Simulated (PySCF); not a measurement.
# What a mistake does to a calculation on BC2H8Si cation

All numbers below are calculated, not measured. The program is PySCF 2.14.0, an open-source quantum chemistry code, run on an isolated molecule that a program drew, which may never have been made. The molecule is BC2H8Si cation (charge +1, singlet), drawn as the SMILES string `C[B+]C[SiH3]`.

Each row is a Hartree-Fock (HF) and frozen-core CCSD(T) single point in the cc-pV(D+d)Z basis, meant for a local HF minimum. Run 1 is clean. Each other run has one planted mistake out of seven kinds, and not every kind appears here: one electron removed, one electron added, multiplicity raised by two, geometry at a saddle point, minimal basis STO-3G, one bond length entered in bohr, all coordinates scaled. The reference is restricted for singlets and unrestricted otherwise, and also for a bond in bohr. Adding or removing an electron swaps singlet and doublet. Electrons count all cores. HOMO and LUMO are orbital energies over both spins, the gradient is its largest component, and the lowest frequency (negative if imaginary) is given only where the gradient is small. Bond lengths are over the 11 bonds as drawn. T1 is the CCSD diagnostic: over 0.02 (restricted) or 0.045 (unrestricted) a single reference is doubtful.

Geometry of the clean run:
```xyz
12
BC2H8Si cation, angstrom
C    -1.4321   -0.4862    1.8142
B    -0.3342    0.2259    1.0754
C     0.7170    0.9305    0.3274
Si    0.1521    1.7488   -1.3672
H    -1.0487   -0.9147    2.7457
H    -1.8373   -1.2900    1.1895
H    -2.2379    0.2185    2.0483
H     1.1244    1.7308    0.9609
H     1.5229    0.2193    0.0979
H     1.3666    2.3741   -1.9021
H    -0.3575    0.6581   -2.2134
H    -0.9012    2.7214   -1.0360
```

```
run  electrons  basis functions  <S^2>  HOMO (eV)  LUMO (eV)  gradient (hartree/bohr)  lowest frequency (cm^-1)  mean bond (Å)  longest bond (Å)      T1  HF (hartree)  CCSD(T) (hartree)               mistake
  1         38              105  0.000     -17.54      -3.21                  3.0e-05                        37         1.3483             1.965  0.0124    -393.76906         -394.28909              no fault
  2         37              105  0.763     -23.30     -14.64                  9.9e-02                         -         1.3483             1.965  0.0805    -393.17673         -393.66842  one electron removed
  3         38              105  0.717     -16.90      -4.97                  1.8e-02                         -         1.4372             2.077  0.0547    -393.64426         -394.16085                     ?
  4         38              105  2.017     -11.58      -8.33                  7.2e-02                         -         1.3483             1.965  0.0211    -393.55774         -394.05926                     ?
```

**Which mistake was planted in run 3, and what did it cost?**

The mean bond changes by a factor of 1.066 and the longest by 1.057, so the molecule wasn't scaled as a whole. A length L in bohr read as angstrom grows by (1/0.5292 - 1) L = 0.890 L. The 11 bonds together grew by 11 x 0.0889 = 0.978 Å, which gives L = 1.099 Å. That is the length of one of the C-H bonds, 1.099 Å in the clean geometry. So the mistake is: one bond length entered in bohr. Subtracting run 1 and multiplying by 627.51 kcal/mol a hartree, the energy moved by 78.3 kcal/mol in HF and 80.5 kcal/mol in CCSD(T).

**Which mistake was planted in run 4, and what did it cost?**

Electrons, basis and geometry are unchanged, and <S^2> is 2.017, beside S(S+1) = 2.00 for a multiplicity of 3. So the mistake is: multiplicity raised by two. Subtracting run 1 and multiplying by 627.51 kcal/mol a hartree, the energy moved by 132.6 kcal/mol in HF and 144.2 kcal/mol in CCSD(T).

Cautions from the logs. Run 2: T1 is over the limit, so its CCSD(T) energy is less reliable; run 3: T1 is over the limit, so its CCSD(T) energy is less reliable.
